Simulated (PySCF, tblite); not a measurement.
One entry of a table of gas-phase calculations, keyed by method. Lists by class give the value and the number of equivalent atoms.

```json
{
 "formula": "C6H7PSSi",
 "smiles": "C#Cc1sc(C)pc1[SiH3]",
 "charge": 0,
 "multiplicity": 1,
 "geometry_level": "GFN2-xTB",
 "atoms_angstrom": [
  ["C", -2.556, 2.343, 0.227],
  ["C", -1.621, 1.586, 0.221],
  ["C", -0.512, 0.73, 0.214],
  ["S", 1.072, 1.454, 0.202],
  ["C", 1.918, -0.053, 0.192],
  ["C", 3.41, -0.017, 0.181],
  ["P", 0.977, -1.488, 0.199],
  ["C", -0.578, -0.634, 0.211],
  ["Si", -2.228, -1.551, 0.211],
  ["H", -3.382, 2.989, 0.228],
  ["H", 3.779, 0.534, -0.685],
  ["H", 3.803, -1.031, 0.145],
  ["H", 3.793, 0.474, 1.076],
  ["H", -2.937, -1.25, 1.457],
  ["H", -3.018, -1.1, -0.935],
  ["H", -1.926, -2.979, 0.11]
 ],
 "electronic_structure_code": "PySCF",
 "results": {
  "GFN2-xTB geometry": {
   "rotational_constants_GHz": [1.497, 0.861, 0.552]
  },
  "PBE0/pcSseg-1 ground state and GIAO shieldings, non-relativistic": {
   "dipole_D": 1.27,
   "homo_eV": -6.64,
   "lumo_eV": -1.82,
   "shift_vs_computed_TMS_C_by_class_ppm": [
    [199.4, 1],
    [164.1, 1],
    [149.1, 1],
    [96.7, 1],
    [81.7, 1],
    [20.8, 1]
   ],
   "shift_vs_computed_TMS_H_by_class_ppm": [
    [4.62, 3],
    [3.55, 1],
    [3.02, 3]
   ],
   "shielding_other_nuclei_by_class_ppm": [
    ["Si", 430.8, 1],
    ["P", 63.2, 1],
    ["S", 95.3, 1]
   ],
   "charges_hirshfeld_e_by_atom": [-0.09, -0.05, -0.02, 0.13, -0.07, -0.12, 0.06, -0.16, 0.3, 0.1, 0.05, 0.05, 0.05, -0.07, -0.07, -0.07]
  },
  "GFN2-xTB harmonic vibrations, gas phase": {
   "strongest_ir_bands_cm-1_km_per_mol_modes": [
    [766.2, 151.3, 1],
    [773.3, 199.5, 1],
    [779.8, 363.2, 1],
    [2252.4, 307.7, 1],
    [2256.4, 230.1, 1],
    [2273.6, 246.5, 1]
   ],
   "zpe_kcal_per_mol": 62.4
  }
 }
}
```

The zero-point energy, half the sum of the 42 harmonic wavenumbers, equals 21820 cm⁻¹ or 261 kJ/mol. In atomic units the dipole is 0.50 e·bohr (1 au = 2.5417 D). The rotational constants make it an asymmetric top with κ = (2B − A − C)/(A − C) = -0.35, nearer the prolate limit (−1).

 NMR classes are plain means over equivalent atoms (diastereotopic ones count apart unless rotation or inversion swaps them), as if these changed places fast; in this geometry the members of some classes differ.
